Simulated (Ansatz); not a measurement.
Geometry optimisation of CH3Cl3NNb, SMILES `C[N]=[Nb]([Cl])([Cl])[Cl]`.

```yaml
crystal:
  periodic: [false, false, false]
  atoms:
    - {symbol: C, position_ang: [0.245512, -1.324163, 0.952975]}
    - {symbol: N, position_ang: [0.046307, -0.185353, 0.126600]}
    - {symbol: Nb, position_ang: [-0.206433, 1.214145, -0.885213]}
    - {symbol: Cl, position_ang: [-1.964229, 0.675865, -2.284973]}
    - {symbol: Cl, position_ang: [1.775452, 1.544172, -2.026769]}
    - {symbol: Cl, position_ang: [-0.710356, 2.952683, 0.550923]}
    - {symbol: H, position_ang: [-0.665134, -1.540649, 1.553535]}
    - {symbol: H, position_ang: [0.475994, -2.222832, 0.339753]}
    - {symbol: H, position_ang: [1.091388, -1.160067, 1.656068]}
basis:
  gaussian: {orbitals: def2-TZVP}
hamiltonian: {xc: pbe0, dispersion: d4}
relax: {f_tol: 0.005, max_steps: 150}
```

```sh
$ ansatz run in.yaml --threads 4 --pin off --events-out ev --progress --plain --max-ram 11315MiB
```

Shortened log:

```
Functional definition: PBE0
mean field -41687.47363932 eV, -1531.9863994605 hartree, gradient 1.7e-5 eV, S^2 0.000000; 0 other end points of the search recorded, 0 dependent functions left out
relax step   1: F+E_penalty+E_count = -41687.74118681 eV  Δ(F+E_penalty+E_count) = +0.000e0 eV  max|allowed force component| = 7.057e-1 eV/Å  Δτ_max = 0.0000 Å  (32 SCF iters, accepted)
mean field -41687.50808745 eV, -1531.9876654061 hartree, gradient 1.3e-5 eV, S^2 0.000000; 0 other end points of the search recorded, 0 dependent functions left out
relax step   2: F+E_penalty+E_count = -41687.77994480 eV  Δ(F+E_penalty+E_count) = -3.876e-2 eV  max|allowed force component| = 1.780e-1 eV/Å  Δτ_max = 0.0373 Å  (36 SCF iters, accepted)
mean field -41687.51272646 eV, -1531.9878358866 hartree, gradient 8.0e-6 eV, S^2 0.000000; 0 other end points of the search recorded, 0 dependent functions left out
relax step   3: F+E_penalty+E_count = -41687.78377879 eV  Δ(F+E_penalty+E_count) = -3.834e-3 eV  max|allowed force component| = 5.365e-2 eV/Å  Δτ_max = 0.0095 Å  (37 SCF iters, accepted)
mean field -41687.51263712 eV, -1531.9878326033 hartree, gradient 8.1e-6 eV, S^2 0.000000; 0 other end points of the search recorded, 0 dependent functions left out
relax step   4: F+E_penalty+E_count = -41687.78370611 eV  Δ(F+E_penalty+E_count) = +7.268e-5 eV  max|allowed force component| = 9.535e-2 eV/Å  Δτ_max = 0.0083 Å  (37 SCF iters, rejected (line search))
mean field -41687.51286976 eV, -1531.9878411525 hartree, gradient 8.2e-6 eV, S^2 0.000000; 0 other end points of the search recorded, 0 dependent functions left out
relax step   5: F+E_penalty+E_count = -41687.78390289 eV  Δ(F+E_penalty+E_count) = -1.241e-4 eV  max|allowed force component| = 2.269e-3 eV/Å  Δτ_max = 0.0040 Å  (37 SCF iters, accepted)
mean field -41687.51286976 eV, -1531.9878411525 hartree, gradient 8.2e-6 eV, S^2 0.000000; 1 other end points of the search recorded, 0 dependent functions left out
Total energy: -41687.78394717 eV, -1531.9978030635 hartree
Atom 0 at     0.244830    -1.319123     0.949229 Å, force     0.000781     0.001015    -0.001160 eV/Å
Atom 1 at     0.043488    -0.182693     0.125748 Å, force    -0.002128     0.002269    -0.000830 eV/Å
Atom 2 at    -0.204839     1.198836    -0.873688 Å, force     0.000120     0.000750    -0.000671 eV/Å
Atom 3 at    -1.944689     0.672362    -2.266015 Å, force     0.000133    -0.000899     0.000297 eV/Å
Atom 4 at     1.758353     1.528772    -2.005119 Å, force     0.000452    -0.001484     0.001172 eV/Å
Atom 5 at    -0.704905     2.927048     0.542658 Å, force     0.000049    -0.000622     0.000668 eV/Å
Atom 6 at    -0.653441    -1.525005     1.538892 Å, force     0.000772    -0.000573     0.000487 eV/Å
Atom 7 at     0.469106    -2.197517     0.336769 Å, force    -0.000164     0.000039     0.000426 eV/Å
Atom 8 at     1.080597    -1.148877     1.634425 Å, force    -0.000015    -0.000496    -0.000387 eV/Å
Dipole moment:     0.078124    -0.438817     0.317802 e Å
```

Hardware: 4 threads of an Arm Neoverse V2 on a shared host. Wall time 32 s, peak host memory 0.82 GiB.
